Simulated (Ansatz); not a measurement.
Geometry optimisation, RKS B3LYP/def2-SVP in Ansatz.

The input (input.yaml):

```yaml
crystal:
  periodic: [false, false, false]
  atoms:
    - { symbol: Si, position_ang: [0.0, 0.0, 0.0] }
    - { symbol: O, position_ang: [0.0, 0.0, 2.03] }
    - { symbol: H, position_ang: [-0.9095, -0.2814, 2.3671] }
    - { symbol: Cl, position_ang: [2.0086, 0.0, -0.7093] }
    - { symbol: H, position_ang: [-0.6877, 1.1914, -0.4862] }
    - { symbol: Cl, position_ang: [-1.0032, -1.7381, -0.7093] }
    - { symbol: "N", position_ang: [1.1065, -1.6802, 0.6685] }
    - { symbol: H, position_ang: [0.6674, -2.6449, 0.6516] }
    - { symbol: H, position_ang: [2.0989, -1.5558, 1.0196] }
    - { symbol: H, position_ang: [0.6843, -1.0392, 1.7311] }
basis:
  gaussian: { orbitals: def2-SVP }
hamiltonian:
  xc: b3lyp
relax:
  f_tol: 0.15
  max_steps: 25
  restrain:
    - { distance: [0, 6], at: 1.82, k: 30.0 }
    - { distance: [9, 1], at: 1.01, k: 30.0 }
    - { distance: [0, 1], at: 2.88, k: 30.0 }
    - { distance: [9, 6], at: 2.26, k: 30.0 }
```

Launched with:

```bash
$ ansatz run input.yaml --threads 2 --pin off --max-ram 3072MiB --backend cpu --events-out ev --progress --plain --runs-dir out
```

Task: Where does it end, and by what steps?

Result: It converged. The restraints hold the end off the free minimum. After 22 steps the energy has fallen by 3.650 eV (the restraints' own energy left out); Cl4 moved furthest, 1.50 Å. Parted: Si1–O2 (2.03 → 2.89 Å). Joined: O2–H10 (1.28 → 0.99 Å).

| step | energy less start (eV) | largest force component (eV/Å) | accepted |
| --- | --- | --- | --- |
| 0 | 0.0000 | 5.195 | yes |
| 1 | 0.1078 | 3.662 | yes |
| 2 | -0.2583 | 3.355 | yes |
| 3 | -1.5573 | 2.678 | yes |
| 4 | -2.3878 | 1.950 | yes |
| 5 | -2.8317 | 2.159 | yes |
| 6 | -3.1349 | 1.784 | yes |
| 7 | -3.3490 | 0.959 | yes |
| 8 | -3.4246 | 0.807 | yes |
| 9 | -3.4405 | 1.216 | yes |
| 10 | -3.5141 | 0.850 | yes |
| 11 | -3.5456 | 1.007 | yes |
| 12 | -3.5650 | 1.234 | yes |
| 13 | -3.6048 | 0.758 | yes |
| 14 | -3.6150 | 0.685 | yes |
| 15 | -3.6191 | 0.765 | yes |
| 16 | -3.6223 | 0.748 | yes |
| 17 | -3.6096 | 1.354 | no |
| 18 | -3.6303 | 0.634 | yes |
| 19 | -3.6328 | 0.728 | yes |
| 20 | -3.6442 | 0.606 | yes |
| 21 | -3.6204 | 0.856 | no |
| 22 | -3.6499 | 0.804 | yes |

```xyz
10
Properties=species:S:1:pos:R:3
Si 0.530 -0.374 -0.261
O -0.669 -0.043 2.343
H -1.439 -0.621 2.235
Cl 1.527 -0.314 -2.100
H 0.523 1.013 0.227
Cl -1.353 -1.163 -0.631
N 1.337 -1.554 0.812
H 1.083 -2.528 0.642
H 2.355 -1.480 0.831
H 0.071 -0.685 2.465
```

Run time: 75 s on 2 threads of Arm Neoverse V1, on a shared host, peak memory 0.25 GiB.
